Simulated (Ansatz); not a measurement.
```yaml
atoms:
  - { symbol: C, position_ang: [1.4000, 0.0000, 0.0000] }
  - { symbol: C, position_ang: [0.7000, 1.2124, 0.0000] }
  - { symbol: C, position_ang: [-0.7000, 1.2124, 0.0000] }
  - { symbol: C, position_ang: [-1.4000, 0.0000, 0.0000] }
  - { symbol: C, position_ang: [-0.7000, -1.2124, 0.0000] }
  - { symbol: C, position_ang: [0.7000, -1.2124, 0.0000] }
  - { symbol: O, position_ang: [2.6500, 0.0000, 0.0000] }
  - { symbol: H, position_ang: [1.2425, 2.1521, 0.0000] }
  - { symbol: H, position_ang: [-1.2425, 2.1521, 0.0000] }
  - { symbol: O, position_ang: [-2.6500, 0.0000, 0.0000] }
  - { symbol: H, position_ang: [-1.2425, -2.1521, 0.0000] }
  - { symbol: H, position_ang: [1.2425, -2.1521, 0.0000] }
```

Basis set: def2-SVP. Charge 0. Computed with Ansatz (development build ahead of 0.2.0); the lowest solution found for each multiplicity.

(1) How do the multiplicities compare at this shape? Give, from the lowest of each method, PBE0 (restricted) for 1, 3; PBE0 (unrestricted) for 1, 3; HF (unrestricted) for 1, 3; HF (restricted) for 1, 3.

Results:

(1)

```csv
method,multiplicity,E (eV),<S²>
"PBE0, restricted",1,0.000,0.00
"PBE0, restricted",3,1.567,2.00
"PBE0, unrestricted",1,0.000,0.00
"PBE0, unrestricted",3,1.410,2.04
"HF, unrestricted",1,0.000,1.42
"HF, unrestricted",3,1.147,2.56
"HF, restricted",1,0.000,0.00
"HF, restricted",3,0.885,2.00
```

Caution for HF, unrestricted: the unrestricted determinant is a mixture of spin states. Caution for HF, restricted: an unrestricted determinant lies well below.
